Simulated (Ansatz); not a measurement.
C$_{3}$H$_{12}$BNO (`CO[B-](C)(C)[NH3+]`), charge 0, multiplicity 1.

Task: Give a relaxed structure at PBE0-D4/def2-TZVP (Ansatz). (An estimate is asked.)

Result: The calculation gave: 
```xyz
18

C    -0.0037   -1.7769   -1.2699
O    -0.0149   -1.3312    0.0485
B     0.1271    0.0739    0.3356
C     0.9698    0.9643   -0.7114
C     0.4884    0.2961    1.8848
N    -1.4893    0.6567    0.1978
H    -0.1567   -2.8598   -1.2750
H     0.9459   -1.5645   -1.7779
H    -0.8058   -1.3329   -1.8864
H     2.0103    0.6238   -0.7373
H     1.0016    2.0206   -0.4208
H     0.6048    0.9251   -1.7453
H    -0.1392   -0.3081    2.5512
H     0.4134    1.3413    2.2085
H     1.5216   -0.0131    2.0698
H    -1.5626    1.6390    0.4392
H    -2.0674    0.1165    0.8335
H    -1.8432    0.5291   -0.7448
```
This is one stationary point; other conformers may exist.
